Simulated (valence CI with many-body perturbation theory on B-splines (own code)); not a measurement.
Cu XV: what the settings do

Calculated by relativistic CI+MBPT: five valence electrons over a frozen Dirac-Fock core [Ne], radial functions for each j: 6 s, 6 p, 5 d, 3 f, 1 g, with the one-electron correlation potential Σ1 (screened to all orders), the two-electron term Σ2, the three-electron term Σ3, Breit, model QED; selected single and double excitations, second order for the rest, scaled by the run's own slope (own B-spline code, finite nucleus).

No measured spectrum was set against this ion. As an estimate, levels of excited configurations hold to 0.05 to 0.15 % of their energy, terms of the ground configuration to about 0.5 %. Among the levels kept, up to 1100 cm⁻¹ of a level comes from second order outside the variational space, and about a tenth of that is noise between levels of different J, which matters for small intervals.

The reference run has the lowest level 3s2 3p3 4S°_3/2 and an ionisation energy of 478.206 eV. Its largest variational space holds 9991 state functions.

Names give the largest LS component (configuration and term), which can be under half, so a name can repeat, a term be missing and a line seem to break the LS rules; names also repeat where a configuration has a term twice. Letters in brackets count levels of one name in rising energy.

Changed runs:
A. Breit term on → off
B. Breit term on → off; scale of Σ1 1 → 0.9
C. scale of Σ1 1 → 0.8
D. start configuration 3s2 3p3 → 3s2 3p4 (bad on purpose)

Excitation energies of the reference run in cm⁻¹, and shifts in cm⁻¹:

```tsv
Level	Reference	A	B	C
3s2 3p3 2D°_3/2	48394	-101	-104	-5.1
3s2 3p3 2D°_5/2	58254	+367	+358	-15
3s2 3p3 2P°_1/2	91736	+206	+197	-19
3s2 3p3 2P°_3/2	106700	+799	+780	-38
3s 3p4 4P_5/2	338058	-133	-61	+143
3s 3p4 4P_3/2	355559	+179	+243	+128
3s 3p4 4P_1/2	362337	+275	+337	+125
3s 3p4 2D_3/2	419354	+151	+215	+127
3s 3p4 2D_5/2	424201	+480	+539	+118
3s2 3p2 3d 2P_3/2	478141	+597	+658	+123
3s 3p4 2S_1/2 [a]	483652	+269	+328	+120
3s 3p4 2S_1/2 [b]	511231	+948	+995	+96
Ionisation energy (eV)	478.206	+0.094	+0.030	-0.128
```

Run D: It gave no result: the electrons of core and valence do not add up to the charge. The program said: "core and valence hold 16 electrons, the ion has 15".
